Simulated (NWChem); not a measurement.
Molecule: C₂H₅BF₂O; SMILES O[C@H](B(F)F)C

```xyz
11

C     -1.1983    -1.3438     0.4664
C     -0.0819    -0.7251    -0.3748
O      1.1587    -1.3562    -0.1758
B      0.0659     0.8126    -0.0707
F     -0.9770     1.6119    -0.2291
F      1.1848     1.3661     0.3393
H     -0.9433    -1.3114     1.5370
H     -1.3537    -2.4006     0.1921
H     -2.1536    -0.8183     0.3180
H     -0.3966    -0.7808    -1.4424
H      1.0581    -2.2905    -0.3860
```
Atoms are numbered in this order, from 1.

All runs: NWChem. All runs use the structure optimised with PBE0/def2-SVP.

What does the run give for PW6B95/def2-TZVP? Quantities: highest occupied level (eV); orbital gap (eV); dipole (D).

The highest occupied level (eV) is -8.39. The orbital gap (eV) is 8.44 and the dipole (D) is 2.81.
